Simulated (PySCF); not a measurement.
N³⁺: script and output

The script input.py:

```python
from pyscf import gto, dft

mol = gto.M(
    atom='N 0 0 0',
    basis='6-311g**',
    charge=3,
    spin=0,
    verbose=4,
)
mf = dft.UKS(mol, xc='hse06')
mf.kernel()
mf.analyze()
print('orbital energies (hartree):', [e[max(0, n-3):n+3].round(4) for e, n in zip(mf.mo_energy, mol.nelec)])
```

```bash
$ OMP_NUM_THREADS=1 python input.py
```

The log (some set-up lines and the per-cycle HOMO/LUMO lines with their warnings removed):

```
PySCF version 2.14.0

[INPUT] verbose = 4
[INPUT] num. atoms = 1
[INPUT] num. electrons = 4
[INPUT] charge = 3
[INPUT] spin (= nelec alpha-beta = 2S) = 0
[INPUT] symmetry False subgroup None
[INPUT] Mole.unit = angstrom
[INPUT] Symbol           X                Y                Z      unit          X                Y                Z       unit  Magmom
[INPUT]  1 N      0.000000000000   0.000000000000   0.000000000000 AA    0.000000000000   0.000000000000   0.000000000000 Bohr   0.0

nuclear repulsion = 0
number of shells = 8
number of NR pGTOs = 31
number of NR cGTOs = 18
basis = 6-311g**
ecp = {}

******** <class 'pyscf.dft.uks.UKS'> ********
method = UKS
initial guess = minao
damping factor = 0
level_shift factor = 0
DIIS = <class 'pyscf.scf.diis.CDIIS'>
diis_start_cycle = 1
diis_space = 8
diis_damp = 0
SCF conv_tol = 1e-09
SCF conv_tol_grad = None
SCF max_cycles = 50
direct_scf = True
direct_scf_tol = 1e-13
number electrons alpha = 2  beta = 2
XC library pyscf.dft.libxc version 7.0.0
    S. Lehtola, C. Steigemann, M. J.T. Oliveira, and M. A.L. Marques.,  SoftwareX 7, 1–5 (2018)
XC functionals = hse06
    J. Heyd, G. E. Scuseria, and M. Ernzerhof.,  J. Chem. Phys. 118, 8207 (2003)
    J. Heyd, G. E. Scuseria, and M. Ernzerhof.,  J. Chem. Phys. 124, 219906 (2006)
    A. V. Krukau, O. A. Vydrov, A. F. Izmaylov, and G. E. Scuseria.,  J. Chem. Phys. 125, 224106 (2006)
radial grids:
    Treutler-Ahlrichs [JCP 102, 346 (1995); DOI:10.1063/1.469408] (M4) radial grids

becke partition: Becke, JCP 88, 2547 (1988); DOI:10.1063/1.454033
pruning grids: <function nwchem_prune>
grids dens level: 3
symmetrized grids: False
atomic radii adjust function: <function treutler_atomic_radii_adjust>
small_rho_cutoff = 0
Set gradient conv threshold to 3.16228e-05
tot grids = 13904
init E= -54.3224591435535
cycle= 1 E= -50.9432512029095  delta_E= 3.38  |g|= 0.624  |ddm|= 0.617
cycle= 2 E= -51.1396782740189  delta_E= -0.196  |g|= 0.0654  |ddm|= 0.962
cycle= 3 E= -51.1399077634331  delta_E= -0.000229  |g|= 0.00139  |ddm|= 0.0274
cycle= 4 E= -51.1399078943583  delta_E= -1.31e-07  |g|= 2.78e-05  |ddm|= 0.000727
cycle= 5 E= -51.1399078943928  delta_E= -3.45e-11  |g|= 2.89e-08  |ddm|= 1.01e-05
Extra cycle  E= -51.1399078943928  delta_E= 3.55e-14  |g|= 1.5e-09  |ddm|= 3.51e-08
converged SCF energy = -51.1399078943928  <S^2> = -7.1054274e-15  2S+1 = 1
**** SCF Summaries ****
Total Energy =                         -51.139907894392771
Nuclear Repulsion Energy =               0.000000000000000
One-electron Energy =                  -60.361166615359892
Two-electron Energy =                    9.221258720967121
Two-electron Coulomb Energy =           14.411755140431307
DFT Exchange-Correlation Energy =       -5.190496419464186
**** MO energy ****
                             alpha | beta                alpha | beta
MO #1   energy= -16.9529816630739  | -16.9529816630739  occ= 1 | 1
MO #2   energy= -2.56274926601434  | -2.56274926601434  occ= 1 | 1
MO #3   energy= -2.02400905659717  | -2.02400905659717  occ= 0 | 0
MO #4   energy= -2.02400905659716  | -2.02400905659716  occ= 0 | 0
MO #5   energy= -2.02400905659716  | -2.02400905659716  occ= 0 | 0
MO #6   energy= -0.711609646605218 | -0.711609646605211 occ= 0 | 0
MO #7   energy= -0.658331953232312 | -0.658331953232314 occ= 0 | 0
MO #8   energy= -0.658331953232309 | -0.658331953232307 occ= 0 | 0
MO #9   energy= -0.6583319532323   | -0.658331953232298 occ= 0 | 0
MO #10  energy= 0.188607690776796  | 0.188607690776793  occ= 0 | 0
MO #11  energy= 0.188607690776796  | 0.188607690776795  occ= 0 | 0
MO #12  energy= 0.188607690776796  | 0.188607690776795  occ= 0 | 0
MO #13  energy= 0.188607690776797  | 0.188607690776796  occ= 0 | 0
MO #14  energy= 0.188607690776801  | 0.188607690776803  occ= 0 | 0
MO #15  energy= 1.6949689968856    | 1.6949689968856    occ= 0 | 0
MO #16  energy= 1.69496899688563   | 1.69496899688563   occ= 0 | 0
MO #17  energy= 1.69496899688564   | 1.69496899688564   occ= 0 | 0
MO #18  energy= 32.6367999159425   | 32.6367999159426   occ= 0 | 0

To work with the spin densities directly, `use mulliken_meta_spin()` only printing them here.

 ** Mulliken spin pop alpha/beta on meta-lowdin orthogonal AOs **
 ** Mulliken Spin Density (per AO)  **
 ** Mulliken Spin Density (per atom)  **
spin density of  0 N =      0.00000
 ** Mulliken pop alpha/beta on meta-lowdin orthogonal AOs **
 ** Mulliken pop       alpha | beta **
pop of  0 N 1s        0.99998 | 0.99998
pop of  0 N 2s        0.95476 | 0.95476
pop of  0 N 3s        0.04219 | 0.04219
pop of  0 N 4s        0.00307 | 0.00307
pop of  0 N 2px       0.00000 | 0.00000
pop of  0 N 2py       0.00000 | 0.00000
pop of  0 N 2pz       0.00000 | 0.00000
pop of  0 N 3px       0.00000 | 0.00000
pop of  0 N 3py       0.00000 | 0.00000
pop of  0 N 3pz       0.00000 | 0.00000
pop of  0 N 4px       0.00000 | 0.00000
pop of  0 N 4py       0.00000 | 0.00000
pop of  0 N 4pz       0.00000 | 0.00000
pop of  0 N 3dxy      0.00000 | 0.00000
pop of  0 N 3dyz      0.00000 | 0.00000
pop of  0 N 3dz^2     0.00000 | 0.00000
pop of  0 N 3dxz      0.00000 | 0.00000
pop of  0 N 3dx2-y2    0.00000 | 0.00000
In total             2.00000 | 2.00000
 ** Mulliken atomic charges   ( Nelec_alpha | Nelec_beta ) **
charge of  0N =      3.00000  (     2.00000      2.00000 )

WARN: System has nonzero charge 3; the dipole moment is origin-dependent.
Location of origin: [0. 0. 0.]

Dipole moment(X, Y, Z, Debye):  0.00000,  0.00000, -0.00000
orbital energies (hartree): [array([-16.953 ,  -2.5627,  -2.024 ,  -2.024 ,  -2.024 ]), array([-16.953 ,  -2.5627,  -2.024 ,  -2.024 ,  -2.024 ])]
```

In short: E(SCF) = -51.139908 Eh, 5 cycles.

It ran on Arm Neoverse V1 (1 thread, shared host) in 1.2 s.

No search for the lowest solution was made.
